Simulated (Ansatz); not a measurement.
# Abstraction of Cl: InH2Cl + SiH2(CH3) → InH2 + SiH2(CH3)Cl

Species: InH2Cl `[Cl][InH2]`, singlet; SiH2(CH3), doublet; InH2 `[InH2]`, doublet; SiH2(CH3)Cl ((chlorosilyl)methane), singlet. A radical takes Cl: the energy is the difference in strength between the In–Cl bond broken and the Si–Cl bond made.

Shapes, held fixed at every level: PBE0-D4/def2-TZVP. Programs: Ansatz 0.2.0. The zero-point and thermal change to 298 K, harmonic and unscaled (PBE0-D4/def2-TZVP), is +0.2 kJ/mol.

| level | kind | ΔH(298 K) (kJ/mol) | less CCSD(T)/def2-TZVPP |
| --- | --- | --- | --- |
| HF/def2-TZVPP | Hartree–Fock | -49.3 | +4.6 |
| SPW92/def2-TZVPP | LDA | -56.9 | -3.0 |
| r2SCAN-D4/def2-TZVPP | meta-GGA | -51.3 | +2.6 |
| B3LYP-D4/def2-TZVPP | global hybrid | -58.5 | -4.6 |
| wB97X-V/def2-TZVPP | range-separated hybrid | -54.5 | -0.6 |
| B2PLYP/def2-TZVPP | double hybrid | -55.8 | -1.9 |
| CCSD(T)/def2-SVP | coupled cluster or CI | -47.2 | +6.7 |
| CCSD(T)/def2-TZVPP | coupled cluster or CI | -53.9 | 0.0 |

The highest level, CCSD(T)/def2-TZVPP, gives ΔH(298 K) = -53.9 kJ/mol; the levels span -58.5 to -47.2. The column of differences is taken from that level and isn't an error. No measured value is set beside it here. Open shells run unrestricted. For atoms past krypton def2 sets carry core potentials with scalar relativity. Outer-core shells of In are correlated in most correlated rows, in sets that cover them unevenly.
